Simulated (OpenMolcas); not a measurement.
What dynamic correlation does to the levels of Pt III

| Quantity | Value |
| --- | --- |
| Program | OpenMolcas 26.06 |
| Basis | ANO-RCC-VDZP [7s6p4d2f] |
| Scalar Hamiltonian | DKH2, point nucleus |
| Active space | 8 electrons in 6 orbitals (5d 6s) |
| State averaging | 2S+1 = 5 even, 15 roots; 2S+1 = 3 even, 78 roots (60 in the spin-orbit step); 2S+1 = 1 even, 55 roots |
| Spin-orbit coupling | RASSI with atomic mean-field integrals over the reference wave functions, term energies averaged over their components |

Methods on the same reference wave functions:
A. CASSCF
B. SS-CASPT2, IPEA 0.25 Eh, imaginary shift 0.1 Eh (closed shells correlated: 5s 5p)
C. MS-CASPT2, IPEA 0.25 Eh, imaginary shift 0.1 Eh (closed shells correlated: 5s 5p)

Energies in cm⁻¹ above 5d⁸ ³F₄, the measured ground level; measured values from NIST levels as listed in McCann et al., Mon. Not. R. Astron. Soc. 538, 537 (2025).

```tsv
Level	A	B	C	Measured
5d⁸ ³F₄	0.0	0.0	0.0	0.0
5d⁸ ³F₃	11067	11040	11080	9752
5d⁷ 6s ⁵F₅	16641	19990	20030	21837
5d⁸ ³P₂ [50 %]	16779	15970	16090	
5d⁸ ³P₀	18923	16930	16780	14939
5d⁸ ³P₁	20567	19040	19120	16782
5d⁸ ¹G₄ [56 %]	22156	23050	23180	21331
5d⁷ 6s ⁵F₄ [54 %]	23865	26470	26440	
5d⁷ 6s ⁵F₃	28182	31240	31220	
5d⁷ 6s ⁵F₂ [63 %]	30520	33120	33010	
5d⁷ 6s ⁵F₁ [58 %]	31642	34070	33940	
5d⁷ 6s ³F₄(1) [56 %]	33941	35280	35260	
5d⁷ 6s ⁵P₃ [65 %]	35297	36940	36920	
5d⁷ 6s ³G₅ [64 %]	40064	41950	42000	
5d⁷ 6s ³F₃(1) [56 %]	41194	42310	42350	
5d⁷ 6s ³H₆	46590	48400	48440	
5d⁷ 6s ³G₃	48153	49600	49630	
5d⁷ 6s ³H₅ [58 %]	50184	51210	51360	
5d⁷ 6s ³D₃(1) [58 %]	52975	53960	53970	
5d⁷ 6s ³F₂(2)	59702	59250	59310	
5d⁷ 6s ³F₃(2) [71 %]	60675	60070	60150	
5d⁷ 6s ¹H₅ [60 %]	61455	61580	61820	
5d⁷ 6s ³P₀(1) [75 %]	62694	61970	62170	
5d⁷ 6s ³F₄(2) [71 %]	66064	65710	65790
```

Deviations, from unrounded energies. A percentage is the sum of absolute deviations over the sum of measured energies, with the sign that they share, or ± where signs differ.

| Against measurement | Levels | A | B | C |
| --- | --- | --- | --- | --- |
| mean absolute deviation (cm-1) | 5 | 3000 | 1800 | 1800 |
| fine structure of the ground term (%) | 1 | +13.5 | +13.3 | +13.7 |
| other terms of the ground configuration (%) | 3 | +16.2 | +11.2 | +11.4 |
| other configurations (%) | 1 | -23.8 | -8.5 | -8.3 |

B, C lie about equally close to measurement and A furthest from it. The largest miss of B in the table is 5d⁸ ³P₁, by +2300 cm-1. The ranking rests on the paired levels alone, and a cruder setting can come out closer through cancelling errors.

Between B and C the level of the table that moves most is 5d⁷ 6s ¹H₅ [60 %], by 240 cm-1 (lowest in B, highest in C). Moves below CASPT2's spread within the term are not significant.

The mean deviations of B to C differ by less than CASPT2's widest spread within a term (1000 cm-1), so their order carries little weight.

From A to B the spin-free energies of the other terms of 5d⁸ shown, above ³F, scale by factors of 0.84 to 1.04.

The lowest spin-free term lies below A's lowest term by 0.303 hartree in B, 0.303 hartree in C.

CASPT2 does not keep the components of a term degenerate, so their means are used; among the terms shown or strongly mixed into the levels shown the widest spread is 1000 cm-1 (5d⁸ ³F, C). Some high roots are left out of the spin-orbit mixing, which shifts the levels that they would mix with. A single d shell beside an s shell can misplace configurations of different d count against each other. Without dynamic correlation excited terms often stand tens of per cent too high (terms of higher spin than the ground term too low), and those without a measured partner can miss by more than the paired ones (holds for A). The CASPT2 spread within a term exceeds the gap to the next term for 5d⁷ 6s ³P(2) and 5d⁷ 6s ¹G, so the order of their levels is uncertain (holds for C). Measured partners are found by configuration, term and J. A level has none where our copy of the source lacks it or the pairing is in doubt (some pairs that miss far off the trend of their configuration count as doubtful), and it then counts in no deviation. Only configurations of the active space appear. The table leaves out levels that lie high or whose names do not pair safely across all columns.

A share in square brackets marks a mixed level and gives the weight of the term that names it, the lowest over the columns. A number in round brackets counts repeated terms of one configuration in the order of the reference energies.
